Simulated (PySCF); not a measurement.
**Electronic structure of Nb (niobium, neutral) at the r2SCANh level**

Configuration: [Kr] 4d4 5p1, one real determinant (an excited configuration). Calculation: PySCF 2.14, in aug-cc-pVDZ-PP with ECP28MDF (5s5p4d2f, 54 functions); scalar relativity through the core potential.

```json
{"Total energy": "-56.5464 hartree", "One-electron energy": "-95.5075 hartree", "Hartree (Coulomb) energy": "45.8187 hartree", "Exchange-correlation energy": "-6.8576 hartree", "⟨S²⟩": "8.7514", "⟨L²⟩": "8.007", "Sum of ⟨r⟩": "23.73 bohr", "Sum of ⟨r²⟩": "65.15 bohr²", "Traceless quadrupole moment −½Σ⟨3z² − r²⟩ along its main axis": "-9.82 e·bohr²"}
```

```
shell  electrons  mean orbital energy (hartree)  spread (hartree)  rms radius, mean of both spins (bohr)
 4s α          1                       -2.33271                 0                                   1.25
 4s β          1                       -2.23244                 0                                   1.25
 4p α          3                       -1.41682           0.00202                                   1.41
 4p β          3                       -1.29732           0.03394                                   1.41
 4d α          4                       -0.19883           0.02113                                   2.34
 5p α          1                       -0.08665                 0                                   5.31
```

⟨L²⟩ = 8.01 against 12 for a pure F term, so this real determinant mixes terms. Energies and moments cover only the electrons outside the core potential.
